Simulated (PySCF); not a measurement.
Isomers of C5H14AlN. Theory: TDDFT wB97X-D/def2-SVPD, vertical, gas phase, core orbitals frozen in the response (PySCF 2.14.0, density-fitted response routines). Geometries: PBE0-D3(BJ)/def2-SVP; one conformer of each isolated species. Triplets are in the Tamm–Dancoff approximation.

A. `C[N+](C)(CC=C)[AlH3-]`
B. `C[N@@H+]([AlH3-])C1CCC1`
C. `CC[CH2][AlH][N](C)C`

Lowest singlet levels (six at most, fewer where fewer were computed) with oscillator strengths:

1. 5.33 eV (f 0.138); 5.78 eV (f 0.006); 5.87 eV (f 0.002); 6.77 eV (f 0.033); 7.04 eV (f 0.004); 7.15 eV (f 0.079); T1 4.54 eV
2. 6.77 eV (f 0.008); 6.81 eV (f 0.008); 7.23 eV (f 0.033); 7.45 eV (f 0.065); 7.46 eV (f 0.515); 7.46 eV (f 0.101); T1 4.47 eV
3. 6.74 eV (f 0.010); 6.89 eV (f 0.023); 7.39 eV (f 0.056); 7.48 eV (f 0.119); 7.66 eV (f 0.019); 7.93 eV (f 0.041); T1 6.46 eV

Question: Match each spectrum to its molecule.

Answer: 1 = C, 2 = A, 3 = B.
- A: S1 at 6.77 eV, HOMO→LUMO (39%), HOMO→LUMO+2 (36%); Löwdin shares by element: HOMO (one of a set within 0.03 eV) hydrogen 55% or more, aluminium 36%; LUMO carbon 65% or more, hydrogen 11% or more (atoms not listed hold the other 24%); HOMO -9.25 and LUMO 1.16 eV.
- B: S1 at 6.74 eV, HOMO→LUMO+1 (41%), HOMO→LUMO (34%), HOMO→LUMO+4 (10%); Löwdin shares by element: HOMO hydrogen 55% or more, aluminium 37%; LUMO aluminium 27%, carbon 16% or more, hydrogen 11% or more (atoms not listed hold the other 46%); HOMO -9.18 and LUMO 1.73 eV.
- C: S1 at 5.33 eV, HOMO→LUMO (97%); Löwdin shares by element: HOMO nitrogen 56%, carbon 20% or more, aluminium 7% (atoms not listed hold the other 16%); LUMO aluminium 54%, hydrogen 12% or more, nitrogen 9%, carbon 8% or more (atoms not listed hold the other 17%); HOMO -8.13 and LUMO 1.21 eV.
A and B have S1 within 0.03 eV of each other; their strongest listed levels stand at 7.46 eV (f 0.515) and 7.48 eV (f 0.119).
